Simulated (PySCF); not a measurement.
Constitutional and geometric isomers with formula C2H6Si2. Isolated molecules, 0 K electronic values unless said otherwise. One relaxed conformer stands for each flexible species; it need not be the lowest. Strings in code marks are SMILES.

The HOMO–LUMO gap from two functionals at the same geometries (B3LYP-D3(BJ)/def2-TZVP), both in PySCF: PBE-D3(BJ)/def2-TZVP and B3LYP-D3(BJ)/def2-TZVP. B3LYP has the VWN-RPA correlation part, as in Gaussian. 

```json
[
 {"species": "`C1=C[SiH2][SiH2]1`", "PBE-D3(BJ)/def2-TZVP (eV)": "4.85", "B3LYP-D3(BJ)/def2-TZVP (eV)": "6.58"},
 {"species": "`C=[SiH]C=[SiH2]` (C–Si–C–Si torsion 180°)", "PBE-D3(BJ)/def2-TZVP (eV)": "2.14", "B3LYP-D3(BJ)/def2-TZVP (eV)": "3.33"},
 {"species": "`[SiH2]=CC=[SiH2]` (Si–C–C–Si torsion 180°)", "PBE-D3(BJ)/def2-TZVP (eV)": "1.88", "B3LYP-D3(BJ)/def2-TZVP (eV)": "2.92"},
 {"species": "`C1[SiH2]C1=[SiH2]`", "PBE-D3(BJ)/def2-TZVP (eV)": "3.21", "B3LYP-D3(BJ)/def2-TZVP (eV)": "4.57"}
]
```

Over these rows, drawn at random from the members with no instability flagged (it was tested for open shells, ions and some series alone), PBE minus B3LYP-D3(BJ): mean -1.33 eV, from -1.72 eV to -1.04 eV.
